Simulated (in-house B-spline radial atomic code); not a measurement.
Configurations of Ne³⁺, with energies counted from [He] 2s2 2p3. Level of theory: scalar-relativistic (X2C) r2SCAN, spin-polarised, spherical fractional occupations, Fermi nucleus of rms radius 3.0055 fm; calculated with a radial B-spline atomic code at the basis-set limit. Shells without spins written out take the highest spin.

Occupations are held fixed; configurations that lie above the ionisation limit could autoionise.

| configuration | E - E(ref) (eV) | highest orbital | its <r> (bohr) |
| --- | --- | --- | --- |
| [He] 2s2 2p(1 up, 2 down) | 7.9355 | 2p up | 0.7631 |
| [He] 2s1 2p4 | 24.666 | 2p down | 0.7866 |
| [He] 2s2 2p2 3p1 | 66.934 | 3p up | 2.341 |
| [He] 2s1 2p3 3s1 | 69.705 | 3s up | 2.203 |
| [He] 2s2 2p2 3d1 | 73.658 | 3d up | 2.389 |
| [He] 2s(1 up, 0 down) 2p(2 up, 1 down) 3p(0 up, 1 down) | 91.26 | 3p down | 2.383 |

**Question.** Order these further configurations by energy, lowest first.
A. [He] 2s1 2p3 3p1
B. [He] 2s(0 up, 1 down) 2p(2 up, 1 down) 3s(1 up, 0 down)
C. [He] 2s1 2p3 3d1
D. [He] 2s2 2p(1 up, 1 down) 3d(0 up, 1 down)
E. [He] 2s2 2p2 3s1

**Answer.** E (61.287 eV), A (75.347 eV), D (78.709 eV), C (81.941 eV), B (89.526 eV).

**Question.** How far above the reference does [He] 2s2 2p(2 up, 0 down) 3p(0 up, 1 down) lie?

**Answer.** 67.849 eV; its least bound orbital is 3p down with <r> = 2.407 bohr.
